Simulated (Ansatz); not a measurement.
Reactions of `[Cl][GeH]([Cl])[Br]`.

Computed with Ansatz on PBE0-D4/def2-TZVP structures; ΔE is electronic, products minus reactants. CBS: MP2 limit from def2 TZ/QZ plus the TZ coupled-cluster correction, frozen cores. This one scheme is used for every species, atoms too. Open shells (•) are unrestricted, without spin–orbit coupling. Spin–orbit coupling would lower the free atoms: a little for Cl; clearly for Br, Ge. For Br, Ge, Se outer-core shells are correlated without core-valence functions, so the limit isn't a true one: a few kJ/mol of doubt a bond, and 10 to 20 or more in all where bonds break to atoms. Scalar relativity is left out up to krypton. Each species was taken in one conformer, which may not be the lowest.

Problem. Order these by ΔE at CCSD(T)/CBS, lowest first. (An estimate is asked.)
A. `[Cl][GeH]([Cl])[Br]` → Br• + 2 Cl• + Ge• + H•
B. `[Cl][GeH]([Cl])[Br]` + H₂ → `[Cl][GeH2][Cl]` + HBr
C. `[Cl][GeH]([Cl])[Br]` → `[Cl][Ge][Cl]` + HBr
D. `[Cl][GeH]([Cl])[Br]` → Cl₂ + `[GeH][Br]`
E. `[Cl][GeH]([Cl])[Br]` + H₂Se → `[Cl][GeH]([Cl])[SeH]` + HBr
F. `[Cl][GeH]([Cl])[Br]` + `N=C=O` → `O=C=[N][GeH]([Cl])[Cl]` + HBr
G. `[Cl][GeH]([Cl])[Br]` + H₂ → `[Cl][GeH2][Br]` + HCl

Solution. E (+0.17 eV), F (+0.30 eV), G (+0.51 eV), B (+0.60 eV), C (+1.23 eV), D (+4.36 eV), A (+13.78 eV).

Largest T1 diagnostic: 0.018, for `N=C=O`.
